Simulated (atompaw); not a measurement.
**technetium (Tc): PAW (atompaw) pseudisation with PBEsol, scalar-relativistic reference atom.**

```json
{
  "Element": "technetium (Tc)",
  "Generator": "atompaw 4.2.0.5",
  "Type": "PAW",
  "Functional": "PBEsol",
  "Relativity": "scalar-relativistic",
  "Frozen core": "[Ar] 3d10 4s2",
  "Valence charge": "13",
  "Reference configuration": "4p6 4d5 5s1 5p0 (charge +1)",
  "Partial waves": "5s (bound): rc 2.45 bohr; 5s channel at -0.4 Ry: rc 2.45 bohr; 4p (bound): rc 1.95 bohr; 5p (bound, empty): rc 2.45 bohr; 4d (bound): rc 2.45 bohr; 4d channel at 0.3 Ry: rc 2.30 bohr",
  "Local potential": "troulliermartins scheme with l = 3 at 1 Ry, radius 1.70 bohr",
  "Core correction": "smooth core density matched at 2.10 bohr",
  "Augmentation charge": "sinc compensation charge, radius 2.35 bohr; PAW radius 2.45 bohr; waves and projectors: custom polynom gramschmidtortho"
}
```

- Cutoffs needed: 30 Ry and 40 Ry (the cutoffs (Ry, on a coarse ladder) from which the occupation-weighted sum of valence levels, in a spherical-Bessel basis at the reference potential, stays within 10 and 1 mRy of its value at 400 Ry)
- Ghost test: ghost state, extra bound levels that the all-electron valence spectrum of the same l lacks: s at -107.4 eV; a true bound ghost makes a file unfit for plane-wave use (spherical-Bessel basis up to 400 Ry, 20 bohr box)
- Lowest eigenvalue of the overlap operator: 0.28 (s channel)
- Overlap eigenvalues printed by atompaw (projector basis): 0.877, 5.1, 13.2, 48.8, 752, 2.89e+03
- Share of each valence orbital outside the PAW sphere: 5s 69 %, 4p 1 %, 5p 86 %, 4d 14 %
